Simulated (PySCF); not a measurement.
C₂H₃AlClF, SMILES C=[CH][Al]([F])[Cl].

Geometry optimised at PBE-D3(BJ)/def2-SVP. The structure was generated by enumeration; whether it is a known compound was not checked. Other conformers were not sampled.

Two levels are set side by side: TDA-PBE/def2-SVPD (PySCF) and TDA-B3LYP/def2-SVPD (PySCF). Vertical, same geometry. The lowest singlet is HOMO−1→LUMO 78 %, HOMO−2→LUMO 21 % with PBE and HOMO−1→LUMO 96 % with the other functional; states are paired by order. Differences are taken from unrounded values.

```tsv
quantity	TDA-B3LYP
lowest singlet excitation (eV)	5.86
lowest triplet excitation (TDA) (eV)	3.99
first bright state (f over 0.05) (eV)	6.41
its oscillator strength	0.16
```

**Question.** What does TDA-PBE give, and how far is it from TDA-B3LYP? (The exact figures need the calculation; the answer reports its results.)

**Answer.** 
```tsv
quantity	TDA-PBE	TDA-PBE minus TDA-B3LYP
lowest singlet excitation (eV)	5.43	-0.43
lowest triplet excitation (TDA) (eV)	4.04	0.05
first bright state (f over 0.05) (eV)	6.26	-0.15
its oscillator strength	0.06	-0.10
```

A lower first singlet is the usual sign of a functional without exact exchange. Differences between two approximate levels are no errors against the true value.

Rough cost on one machine, each run with all the roots and properties that it gave: TDA-B3LYP against TDA-PBE within a factor of 2.
